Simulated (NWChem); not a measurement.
# CH₂ClFO₂Si; SMILES O=C[Si@](O)(F)Cl

```xyz
8

O      0.6208     2.3786    -0.2807
C      0.6604     1.4517     0.5121
Si    -0.3644    -0.1034     0.0498
O     -1.0150     0.2366    -1.4098
F     -1.4978    -0.3677     1.1515
Cl     0.8228    -1.7755    -0.0053
H      1.2718     1.5335     1.4370
H     -0.7980     1.1472    -1.6815
```
Atoms are numbered in this order, from 1.

All runs: NWChem. Pople sets run with spherical d functions. Geometry: optimised at B3LYP/6-31G* (spherical d). B3LYP is NWChem's, with the RPA form of VWN correlation. GIAO values for the isolated, static molecule; σ is the absolute isotropic shielding, δ = σ(reference) − σ with the isolated reference molecule computed at the same levels (13C: tetramethylsilane, 19F: trichlorofluoromethane, 1H: tetramethylsilane, 17O: water).

For level PBE0/pcSseg-1:

```yaml
"δ O1 (ppm)": 916.4
"δ C2 (ppm)": 241.5
"δ O4 (ppm)": 51.4
"δ F5 (ppm)": -145.1
"δ H8 (ppm)": 4.52
```

**Question.** How do the values read with level B3LYP/6-31G* instead?

**Answer.** The δ O1 (ppm) is 794.1. The δ C2 (ppm) comes out as 220.4. The δ O4 (ppm) comes out as 35.4, the δ F5 (ppm) is -132.6 and the δ H8 (ppm) comes out as 4.03.
